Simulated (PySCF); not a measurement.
## Radial density of Dy²⁺ (dysprosium, charge +2)

r2SCAN, [Xe] 4f9 6s1, one real determinant (an excited configuration). Calculation: PySCF 2.14, in ANO-RCC-VTZP; scalar relativity by spin-free X2C-1e.

```json
{"r (bohr)": "0.0198", "4πr²ρ (e/bohr)": "83.58", "4πr²(ρα − ρβ)": "0.0041"}
{"r (bohr)": "0.0333", "4πr²ρ (e/bohr)": "80.78", "4πr²(ρα − ρβ)": "0.0091"}
{"r (bohr)": "0.0560", "4πr²ρ (e/bohr)": "114.3", "4πr²(ρα − ρβ)": "0.0219"}
{"r (bohr)": "0.0942", "4πr²ρ (e/bohr)": "98.06", "4πr²(ρα − ρβ)": "0.0337"}
{"r (bohr)": "0.158", "4πr²ρ (e/bohr)": "100.6", "4πr²(ρα − ρβ)": "0.4329"}
{"r (bohr)": "0.266", "4πr²ρ (e/bohr)": "67.29", "4πr²(ρα − ρβ)": "2.4612"}
{"r (bohr)": "0.448", "4πr²ρ (e/bohr)": "53.00", "4πr²(ρα − ρβ)": "6.2266"}
{"r (bohr)": "0.754", "4πr²ρ (e/bohr)": "29.97", "4πr²(ρα − ρβ)": "5.2210"}
{"r (bohr)": "1.27", "4πr²ρ (e/bohr)": "11.25", "4πr²(ρα − ρβ)": "1.6205"}
{"r (bohr)": "2.13", "4πr²ρ (e/bohr)": "2.450", "4πr²(ρα − ρβ)": "0.2854"}
{"r (bohr)": "3.59", "4πr²ρ (e/bohr)": "0.3932", "4πr²(ρα − ρβ)": "0.3516"}
{"r (bohr)": "6.03", "4πr²ρ (e/bohr)": "0.02663", "4πr²(ρα − ρβ)": "0.0266"}
{"r (bohr)": "10.1", "4πr²ρ (e/bohr)": "0.0007132", "4πr²(ρα − ρβ)": "0.0007"}
```

Densities and radii are taken from the X2C orbitals without a picture-change correction, which distorts them close to the nucleus.

⟨L²⟩ = 24.02 against 30 for a pure H term, so this real determinant mixes terms. Spin-orbit coupling, absent here, splits the open shell strongly.
